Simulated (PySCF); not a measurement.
CH$_{7}$FN$_{3}$Nb, singlet, geometry from GFN2-xTB (such geometries of metal compounds can be far from the true shape) (core potentials on Nb); DF-HF/def2-SV(P) (PySCF).

The PySCF input:
```python
from pyscf import gto, scf

mol = gto.Mole()
mol.atom = '''
    Nb   -0.15784722    0.09029390    0.26531268
    N     0.80800727   -0.49432567   -1.09655918
    C     1.67131531   -1.04679827   -2.06774546
    H     1.34897868   -0.76363955   -3.07638902
    H     2.69647913   -0.68563531   -1.91255176
    H     1.67415209   -2.14236731   -1.99362600
    F     0.42517029   -0.56858093    1.94845894
    N    -1.97513030   -0.51118664   -0.21889167
    H    -2.77729967   -0.27823852    0.37152640
    H    -2.31958734   -1.04568755   -1.01353813
    N     0.01578584    2.04972426    0.09398888
    H     0.53390688    2.62606565   -0.56572682
    H    -0.47995758    2.67598743    0.73306189
'''
mol.basis = 'def2-sv(p)'
mol.ecp = {'Nb': 'def2-sv(p)'}
mol.verbose = 4
mol.build()

mf = scf.RHF(mol)
mf = mf.density_fit(auxbasis='def2-universal-jkfit')
mf.kernel()
```

**Question.** Predict the main parts of the log of this PySCF run.

**Answer.** 
```
PySCF version 2.14.0

[INPUT] verbose = 4
[INPUT] num. atoms = 13
[INPUT] num. electrons = 56
[INPUT] charge = 0
[INPUT] spin (= nelec alpha-beta = 2S) = 0
[INPUT] symmetry False subgroup None
[INPUT] Mole.unit = angstrom
[INPUT] Symbol           X                Y                Z      unit          X                Y                Z       unit  Magmom
[INPUT]  1 Nb    -0.157847220000   0.090293900000   0.265312680000 AA   -0.298288015324   0.170630741719   0.501368302574 Bohr   0.0
[INPUT]  2 N      0.808007270000  -0.494325670000  -1.096559180000 AA    1.526912446957  -0.934140132642  -2.072196529578 Bohr   0.0
[INPUT]  3 C      1.671315310000  -1.046798270000  -2.067745460000 AA    3.158328203693  -1.978162037969  -3.907472614713 Bohr   0.0
[INPUT]  4 H      1.348978680000  -0.763639550000  -3.076389020000 AA    2.549200253077  -1.443069607386  -5.813532700419 Bohr   0.0
[INPUT]  5 H      2.696479130000  -0.685635310000  -1.912551760000 AA    5.095607056305  -1.295662957231  -3.614199025455 Bohr   0.0
[INPUT]  6 H      1.674152090000  -2.142367310000  -1.993626000000 AA    3.163688940968  -4.048487474121  -3.767407134812 Bohr   0.0
[INPUT]  7 F      0.425170290000  -0.568580930000   1.948458940000 AA    0.803455404402  -1.074462237350   3.682053761560 Bohr   0.0
[INPUT]  8 N     -1.975130300000  -0.511186640000  -0.218891670000 AA   -3.732455327330  -0.966002748137  -0.413645307249 Bohr   0.0
[INPUT]  9 H     -2.777299670000  -0.278238520000   0.371526400000 AA   -5.248335742145  -0.525794600104   0.702083144046 Bohr   0.0
[INPUT] 10 H     -2.319587340000  -1.045687550000  -1.013538130000 AA   -4.383384794608  -1.976063081367  -1.915309482504 Bohr   0.0
[INPUT] 11 N      0.015785840000   2.049724260000   0.093988880000 AA    0.029830914246   3.873417482277   0.177613241955 Bohr   0.0
[INPUT] 12 H      0.533906880000   2.626065650000  -0.565726820000 AA    1.008937779221   4.962544863628  -1.069068751121 Bohr   0.0
[INPUT] 13 H     -0.479957580000   2.675987430000   0.733061890000 AA   -0.906988377609   5.056883355479   1.385286204456 Bohr   0.0

nuclear repulsion = 283.541315322469
number of shells = 54
number of NR pGTOs = 198
number of NR cGTOs = 108
basis = def2-sv(p)
ecp = {'Nb': 'def2-sv(p)'}

******** <class 'pyscf.df.df_jk.DFRHF'> ********
method = DFRHF
initial guess = minao
damping factor = 0
level_shift factor = 0
DIIS = <class 'pyscf.scf.diis.CDIIS'>
diis_start_cycle = 1
diis_space = 8
diis_damp = 0
SCF conv_tol = 1e-09
SCF conv_tol_grad = None
SCF max_cycles = 50
direct_scf = False
Set gradient conv threshold to 3.16228e-05
Initial guess from minao.
******** <class 'pyscf.df.df.DF'> ********
auxbasis = def2-universal-jkfit
init E= -353.63362274842
  HOMO = -0.509603051218349  LUMO = -0.349162337102843  gap/eV = 4.36581
cycle= 1 E= -359.899491650486  delta_E= -6.27  |g|= 1.96  |ddm|= 4.48
  HOMO = -0.208558881190857  LUMO = 0.072918885974822  gap/eV = 7.65940
cycle= 2 E= -360.269899937015  delta_E= -0.37  |g|=  1.6  |ddm|= 3.51
  HOMO = -0.289554809169281  LUMO = 0.0799158970086538  gap/eV = 10.05381
cycle= 3 E= -360.900206781025  delta_E= -0.63  |g|= 0.243  |ddm|= 1.95
  HOMO = -0.378542708321542  LUMO = 0.0775508906020419  gap/eV = 12.41094
cycle= 4 E= -360.911820945665  delta_E= -0.0116  |g|= 0.156  |ddm|= 0.433
  HOMO = -0.375136076013398  LUMO = 0.0764756850916701  gap/eV = 12.28898
cycle= 5 E= -360.917511218465  delta_E= -0.00569  |g|= 0.0262  |ddm|= 0.135
  HOMO = -0.374155734526239  LUMO = 0.0773578709581727  gap/eV = 12.28631
cycle= 6 E= -360.917831000673  delta_E= -0.00032  |g|= 0.0101  |ddm|= 0.0439
  HOMO = -0.374742242370005  LUMO = 0.0770950375104464  gap/eV = 12.29512
cycle= 7 E= -360.917908594576  delta_E= -7.76e-05  |g|= 0.00403  |ddm|= 0.0234
  HOMO = -0.374658868683474  LUMO = 0.0771697016519313  gap/eV = 12.29488
cycle= 8 E= -360.917923508698  delta_E= -1.49e-05  |g|= 0.00147  |ddm|= 0.00995
  HOMO = -0.374594468457139  LUMO = 0.0771705490414648  gap/eV = 12.29315
cycle= 9 E= -360.917926021259  delta_E= -2.51e-06  |g|= 0.00059  |ddm|= 0.00396
  HOMO = -0.374549636374602  LUMO = 0.0771676208303927  gap/eV = 12.29185
cycle= 10 E= -360.917926555556  delta_E= -5.34e-07  |g|= 0.000326  |ddm|= 0.00179
  HOMO = -0.374530216681214  LUMO = 0.0771633328662255  gap/eV = 12.29121
cycle= 11 E= -360.917926755701  delta_E= -2e-07  |g|= 0.000212  |ddm|= 0.00109
  HOMO = -0.374496607886138  LUMO = 0.0771633182902061  gap/eV = 12.29029
cycle= 12 E= -360.917926848604  delta_E= -9.29e-08  |g|= 9.29e-05  |ddm|= 0.000908
  HOMO = -0.374485909227761  LUMO = 0.0771673490441891  gap/eV = 12.29011
cycle= 13 E= -360.917926870149  delta_E= -2.15e-08  |g|= 4.63e-05  |ddm|= 0.000553
  HOMO = -0.374476835986533  LUMO = 0.0771662910106524  gap/eV = 12.28984
cycle= 14 E= -360.917926871672  delta_E= -1.52e-09  |g|= 2.34e-05  |ddm|= 0.000135
  HOMO = -0.374476841466233  LUMO = 0.0771670638188413  gap/eV = 12.28986
cycle= 15 E= -360.917926871902  delta_E= -2.29e-10  |g|= 4.05e-06  |ddm|= 4.52e-05
  HOMO = -0.374476606435676  LUMO = 0.0771671880463366  gap/eV = 12.28985
Extra cycle  E= -360.917926871914  delta_E= -1.28e-11  |g|= 2.2e-06  |ddm|= 8.07e-06
converged SCF energy = -360.917926871914
```
